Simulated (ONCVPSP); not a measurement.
# Hg (Z = 80), ONCV: configuration errors across variants

```
Element                 : Hg
Generator               : ONCVPSP 4.0.1
Type                    : optimised norm-conserving Vanderbilt (ONCV)
Functional              : PBE
Relativity              : scalar-relativistic
Frozen core             : [Kr] 4d10 4f14
Valence charge          : 20
Reference configuration : 5s2 5p6 5d10 6s1 (charge +1)
Partial waves           : 5s+6s: rc 1.40 bohr, ncon 5, nbas 8, qcut 8.8 1/bohr, 2 projectors; 5p: rc 1.55 bohr, ncon 3, nbas 8, qcut 8.4 1/bohr, 2 projectors, debl 3.5 Ha; 5d: rc 1.70 bohr, ncon 4, nbas 8, qcut 10.2 1/bohr, 1 projector; f scattering state at 0.31 Ha: rc 1.35 bohr, ncon 4, nbas 8, qcut 8.9 1/bohr, 2 projectors, debl 2.2 Ha
Local potential         : polynomial inside 1.10 bohr (lpopt 4, dvloc0 0 Ha)
Core correction         : Teter function fitted to the true core (icmod 2), fcfact 0.3
```

All-electron excitation energies from the reference (eV): (1) 5s2 5p6 5d10 6s2 -10.688; (2) 5s2 5p6 5d10 6s0 18.976; (3) 5s2 5p6 5d9 6s0 54.502; (4) 5s1 5p6 5d10 6s2 114.842.

A true bound ghost makes a file unfit for plane-wave use even where its test errors are small: the radial tests pick states by their node count and pass the ghost by.

Errors AE − PS in meV (a dash: test not solved or not reliable):

```tsv
change	(1)	(2)	(3)	(4)	bound ghosts	GHOST(+) flags above zero
base	+3.3	-6.7	-9.0	-139	f	s, f
f: debl 0.65	+3.3	-6.7	-9.0	-139	f	s
p: qcut 8.7	+3.3	-6.7	-9.0	-141	f	s, f
```

(1) Give the same row for: local potential polynomial inside 1.05 bohr (lpopt 2, dvloc0 0 Ha).

Results:

(1) +3.3, -6.7, -9.2, -141; bound ghosts: f; GHOST(+) flags above zero: s.
